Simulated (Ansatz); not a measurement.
One geometry of CrCl₃, several levels of theory.

```yaml
crystal:
  periodic: [false, false, false]
  atoms:
    - {symbol: Cr, position_ang: [0.000251, -0.000470, -0.065037]}
    - {symbol: Cl, position_ang: [2.138736, -0.025913, 0.034066]}
    - {symbol: Cl, position_ang: [-1.046549, 1.865691, 0.005221]}
    - {symbol: Cl, position_ang: [-1.092438, -1.839308, 0.025750]}
basis:
  gaussian: {orbitals: def2-TZVP, initial_orbitals: start.molden}
magnetization: {spin_polarized: true, initial_magnetization: 3}
hamiltonian: {xc: {name: LC-wPBE, parameters: {omega: 0.3/bohr}}}
scf: {omitted_lower_state_checks: [starts]}
output: {orbitals: {seedname: orbitals}}
```

The file start.molden holds the orbitals of an earlier run on this structure, at another level or in another basis.

```sh
$ ansatz run in.yaml --threads 2 --pin off --events-out ev --progress --plain --max-ram 4352MiB
```

Shortened log:

```
Functional definition: LC-wPBE
1197 factors; their error is unknown
211 factors; integrals over basis functions are off by at most 8.1e-5 eV
mean field evaluation 1: about -65978.1493 eV, gradient 1.1e1 eV
mean field evaluation 2: about -65978.2556 eV, gradient 1.8e-1 eV
mean field evaluation 4: about -65978.2507 eV, gradient 5.9e-3 eV
mean field evaluation 8: about -65978.2507 eV, gradient 8.6e-5 eV
mean field -65978.25065416 eV, -2424.6559898758 hartree, gradient 1.7e-5 eV, S^2 3.810237; 0 other end points of the search recorded, 0 dependent functions left out
reference -65978.25065417 eV, -2424.6559898763 hartree; 39, 36 occupied and 117, 120 virtual orbitals, 1197 factors
Total energy: -65978.25065417 eV, -2424.6559898763 hartree
Checks for a lower state left out: starts
```

Run time 14 s (2 threads of AMD EPYC 7R43 on a shared host).

The first input with `hamiltonian: {xc: {name: BHLYP}, dispersion: d4}` (abridged; 16 s):

```
Functional definition: BHLYP
mean field -65993.38319527 eV, -2425.2121005045 hartree, gradient 7.2e-6 eV, S^2 3.827481
Total energy: -65993.62703024 eV, -2425.2210612745 hartree
Checks for a lower state left out: starts
```

As the first input, with `gaussian: {orbitals: def2-TZVPD, initial_orbitals: start.molden}`, `hamiltonian: {xc: pbe0, dispersion: d4}` (abridged; 22 s):

```
Functional definition: PBE0
mean field -65976.63627359 eV, -2424.5966624841 hartree, gradient 2.0e-5 eV, S^2 3.838085
Total energy: -65976.77270535 eV, -2424.6016762590 hartree
Checks for a lower state left out: starts
```

First input, but with `hamiltonian: {xc: {name: PBE-QIDH}}` and without the key `output` (abridged; 16 s):

```
Functional definition: PBE-QIDH
mean field -65955.31948323 eV, -2423.8132848873 hartree, gradient 1.8e-6 eV, S^2 3.835142
20 core orbitals not correlated: weight in the atoms' cores, before any rotation towards them, 1.000 or more for the frozen orbitals, at most 0.000 for the correlated occupied ones
second order -29.87329865 eV of doubles, -0.00000000 eV of singles
Total energy: -65965.27726319 eV, -2424.1792265514 hartree
Checks for a lower state left out: starts
```

First input, but with `hamiltonian: {xc: {name: B2PLYP}}` and without the key `output` (abridged; 16 s):

```
Functional definition: B2PLYP
mean field -65969.81001933 eV, -2424.3458022669 hartree, gradient 2.6e-6 eV, S^2 3.836955
20 core orbitals not correlated: weight in the atoms' cores, before any rotation towards them, 1.000 or more for the frozen orbitals, at most 0.000 for the correlated occupied ones
second order -33.05345295 eV of doubles, -0.00000000 eV of singles
Total energy: -65978.73461710 eV, -2424.6737751859 hartree
Checks for a lower state left out: starts
```

The first input with `correlation: {method: ccsd_t}`, `scf: {omitted_lower_state_checks: [starts, cluster_reference]}` and without the key `hamiltonian` (abridged; 3.7 min):

```
Functional definition: HF
mean field -65905.41544098 eV, -2421.9793451608 hartree, gradient 2.0e-6 eV, S^2 3.802511
20 core orbitals not correlated: weight in the atoms' cores, before any rotation towards them, 1.000 or more for the frozen orbitals, at most 0.000 for the correlated occupied ones
second order -25.37844782 eV of doubles, -0.00000000 eV of singles
cycle   1  -25.64658728 eV  change   -2.7e-1 eV  update   2.2e-1
cycle   2  -26.48276350 eV  change   -8.4e-1 eV  update   1.2e-1
cycle   3  -26.84452459 eV  change   -3.6e-1 eV  update   6.4e-2
cycle   4  -26.89602182 eV  change   -5.1e-2 eV  update   3.0e-2
cycle   5  -26.88208537 eV  change    1.4e-2 eV  update   1.5e-2
cycle   6  -26.88810027 eV  change   -6.0e-3 eV  update   1.1e-2
cycle   7  -26.90337517 eV  change   -1.5e-2 eV  update   9.9e-3
cycle   8  -26.92635901 eV  change   -2.3e-2 eV  update   8.4e-3
cycle   9  -26.94805900 eV  change   -2.2e-2 eV  update   5.9e-3
cycle  10  -26.95013195 eV  change   -2.1e-3 eV  update   3.2e-3
cycle  11  -26.95250251 eV  change   -2.4e-3 eV  update   1.7e-3
cycle  12  -26.95439943 eV  change   -1.9e-3 eV  update   8.5e-4
cycle  13  -26.95485983 eV  change   -4.6e-4 eV  update   4.8e-4
cycle  14  -26.95583551 eV  change   -9.8e-4 eV  update   2.3e-4
cycle  15  -26.95572812 eV  change    1.1e-4 eV  update   1.1e-4
cycle  16  -26.95554164 eV  change    1.9e-4 eV  update   5.8e-5
cycle  17  -26.95555334 eV  change   -1.2e-5 eV  update   3.5e-5
cycle  18  -26.95553656 eV  change    1.7e-5 eV  update   1.6e-5
cycle  19  -26.95555530 eV  change   -1.9e-5 eV  update   1.0e-5
cycle  20  -26.95557339 eV  change   -1.8e-5 eV  update   6.4e-6
cycle  21  -26.95558297 eV  change   -9.6e-6 eV  update   5.4e-6
perturbative correction -1.40729909 eV, -0.0517172878 hartree
Total energy: -65933.77832304 eV, -2423.0216618517 hartree
Checks for a lower state left out: starts, cluster_reference
```

As the first input, with `hamiltonian: {xc: {name: LC-wPBE, parameters: {omega: 0.2/bohr}}}` (abridged; 13 s):

```
Functional definition: LC-wPBE
mean field -65977.55548352 eV, -2424.6304428259 hartree, gradient 2.0e-5 eV, S^2 3.807571
Total energy: -65977.55548355 eV, -2424.6304428271 hartree
Checks for a lower state left out: starts
```

Geometry: B3LYP-D4/def2-SVP.

Correlated methods freeze 20 core orbitals; core or outer-core shells of Cr are correlated, in sets that lack core-valence functions.
